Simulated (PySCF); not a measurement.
**Working with the constants of BeI**

UHF-CCSD(T) constants of BeI, ²Σ⁺ (doublet), unpaired electrons σ ↑ (PySCF, scalar-relativistic core potentials, basis sets Be def2-TZVPP, I def2-TZVPP with ECP28; masses 9.0122 and 126.9045 u):

* ωe: 595.8 cm⁻¹
* ωexe: 2.99 cm⁻¹
* Be: 0.41197 cm⁻¹
* αe: 0.00313 cm⁻¹
* De to Be + I: 2.30 eV

Question: What force constant and bond length do these constants imply?

Answer: Reduced mass μred = 8.4146 u; k = 5.8918×10⁻⁷·μred·ωe² (u, cm⁻¹, mdyn/Å) = 1.76 mdyn/Å; Re = √(16.8576/(μred·Be)) (u, cm⁻¹, Å) = 2.205 Å.

Question: Estimate the centrifugal constant D from the Kratzer relation and find the Dunham coefficient a1.

Answer: D = 4Be³/ωe² = 7.88e-07 cm⁻¹; a1 = −1 − αeωe/(6Be²) = -2.83.

Correlated steps freeze 4 core orbitals. These are scalar-relativistic numbers at best; spin–orbit coupling would shift them, the dissociation energy most. The state was picked by a PBE0 search and need not be the measured ground state.
